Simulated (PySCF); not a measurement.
# Field gradients at the hydrogen positions

Species: C₇H₁₁P.
Cartesian coordinates in Å at the GFN2-xTB level; atoms count from 1:
```xyz
19
C7H11P angstrom
C      2.8376    0.3583    0.1190
C      1.7145   -0.1461   -0.3829
C      0.3810    0.1260    0.1108
C     -0.7416   -0.4926   -0.2842
C     -0.8901   -1.5829   -1.2917
C     -2.0020   -0.0565    0.4123
P     -1.6253    1.5780    1.2178
C      0.1871    1.1606    1.1938
H      3.7983    0.1117   -0.2995
H      2.8478    1.0234    0.9653
H      1.7772   -0.8168   -1.2294
H      0.0663   -1.9284   -1.6711
H     -1.4922   -1.2329   -2.1311
H     -1.4121   -2.4287   -0.8441
H     -2.2787   -0.7841    1.1853
H     -2.8511    0.0290   -0.2696
H     -1.5811    2.2762   -0.0014
H      0.4774    0.7518    2.1685
H      0.7771    2.0632    1.0246
```

Level: PBE0/pcSseg-1 (PySCF, non-relativistic); Q(2H) = 0.00286 b; rigid geometry, the same for H and D, with no vibrational averaging.

Question: Rank these positions by the coupling χzz of a deuteron there, largest first.
A. H13 (methyl hydrogen)
B. H12 (methyl hydrogen)
C. H9 (vinylic hydrogen)
D. H18 (methylene hydrogen)
E. H17 (P–H hydrogen)

Answer: C (228 kHz), B (214 kHz), A (208 kHz), D (202 kHz), E (127 kHz).

Q: Give the electric field gradient Vzz (the principal value of largest size), its asymmetry and the 2H coupling at each hydrogen.

A: 
```json
{"atom": "H9", "bonded to": "C1", "bond length (Å)": "1.077", "Vzz (au)": "0.3386", "η": "0.05", "χzz (kHz)": "228"}
{"atom": "H10", "bonded to": "C1", "bond length (Å)": "1.076", "Vzz (au)": "0.3382", "η": "0.06", "χzz (kHz)": "227"}
{"atom": "H11", "bonded to": "C2", "bond length (Å)": "1.082", "Vzz (au)": "0.3246", "η": "0.07", "χzz (kHz)": "218"}
{"atom": "H12", "bonded to": "C5", "bond length (Å)": "1.085", "Vzz (au)": "0.3187", "η": "0.03", "χzz (kHz)": "214"}
{"atom": "H13", "bonded to": "C5", "bond length (Å)": "1.091", "Vzz (au)": "0.3093", "η": "0.02", "χzz (kHz)": "208"}
{"atom": "H14", "bonded to": "C5", "bond length (Å)": "1.090", "Vzz (au)": "0.3099", "η": "0.02", "χzz (kHz)": "208"}
{"atom": "H15", "bonded to": "C6", "bond length (Å)": "1.097", "Vzz (au)": "0.2996", "η": "0.01", "χzz (kHz)": "201"}
{"atom": "H16", "bonded to": "C6", "bond length (Å)": "1.092", "Vzz (au)": "0.3069", "η": "0.03", "χzz (kHz)": "206"}
{"atom": "H17", "bonded to": "P7", "bond length (Å)": "1.406", "Vzz (au)": "0.1894", "η": "0.08", "χzz (kHz)": "127"}
{"atom": "H18", "bonded to": "C8", "bond length (Å)": "1.096", "Vzz (au)": "0.3005", "η": "0.00", "χzz (kHz)": "202"}
{"atom": "H19", "bonded to": "C8", "bond length (Å)": "1.092", "Vzz (au)": "0.3073", "η": "0.02", "χzz (kHz)": "206"}
```

Q: Average by the element that carries the hydrogen.

A: on C: 212 kHz over 10 positions, mean bond length 1.088 Å; on P: 127 kHz over 1 position, mean bond length 1.406 Å.

Q: How does χzz go with the bond length over the 10 C–H bonds?

A: A straight-line fit has a slope of -12.7 kHz for each 0.01 Å, with a correlation coefficient of -1.00, over lengths from 1.076 to 1.097 Å. The longer bonds have the smaller couplings here.

Q: Give the 2H NMR doublet splittings at H12 for a magnetic field along the z, y and x axes of the gradient: 3χ/2, 3χ(1 + η)/4, 3χ(1 − η)/4.

A: With |χ| = 214.2 kHz and η = 0.029: 321, 165 and 156 kHz, to first order and without motion.

Isolated species at its GFN2-xTB geometry (one conformer only). GFN2-xTB bond lengths can be off by several hundredths of an ångström, more for odd bonds, and the gradients follow them. The small basis limits the accuracy of the gradients.
